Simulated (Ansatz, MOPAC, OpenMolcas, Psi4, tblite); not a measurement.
C2H5BO (SMILES B1CCO1): the HOMO–LUMO gap, rung by rung

The species is C2H5BO (9 atoms), meant as a singlet with charge 0. As SMILES, `B1CCO1`. Geometry: relaxed at PBE0-D4/def2-TZVP.

Quantity: the HOMO–LUMO gap, in eV. The values are calculated.

```json
{"level": "GFN2-xTB", "kind": "semi-empirical", "program": "tblite", "value (eV)": "5.30", "CPU time": "under 2 s"}
{"level": "MNDO", "kind": "semi-empirical", "program": "MOPAC", "value (eV)": "13.26", "CPU time": "under 2 s"}
{"level": "HF/def2-SVP", "kind": "Hartree–Fock", "program": "Ansatz", "value (eV)": "15.56", "CPU time": "1.8 s"}
{"level": "SVWN5/def2-SVP", "kind": "LDA", "program": "OpenMolcas", "value (eV)": "5.78", "CPU time": "23 s"}
{"level": "PBE/def2-SVP", "kind": "GGA", "program": "Ansatz", "value (eV)": "5.90", "CPU time": "4.8 s"}
{"level": "r2SCAN/def2-SVP", "kind": "meta-GGA", "program": "Ansatz", "value (eV)": "6.58", "CPU time": "8.1 s"}
{"level": "PBE0-D4/def2-SVP (density fitting)", "kind": "global hybrid", "program": "Psi4", "value (eV)": "8.39", "CPU time": "9.4 s"}
{"level": "CAM-B3LYP/def2-SVP", "kind": "range-separated hybrid", "program": "Ansatz", "value (eV)": "11.01", "CPU time": "5.6 s"}
{"level": "wB97M-V/def2-SVP", "kind": "range-separated hybrid", "program": "Ansatz", "value (eV)": "12.80", "CPU time": "45 s"}
{"level": "B2PLYP/def2-SVP", "kind": "double hybrid", "program": "Ansatz", "value (eV)": "11.12", "CPU time": "7.3 s"}
```

The values span 5.30 to 15.56 eV. Orbital gaps aren't excitation energies, and those of double hybrids come from the SCF part alone; they tend to grow with the share of exact exchange. CPU times are rough (shared hosts, several kinds of processor and program).
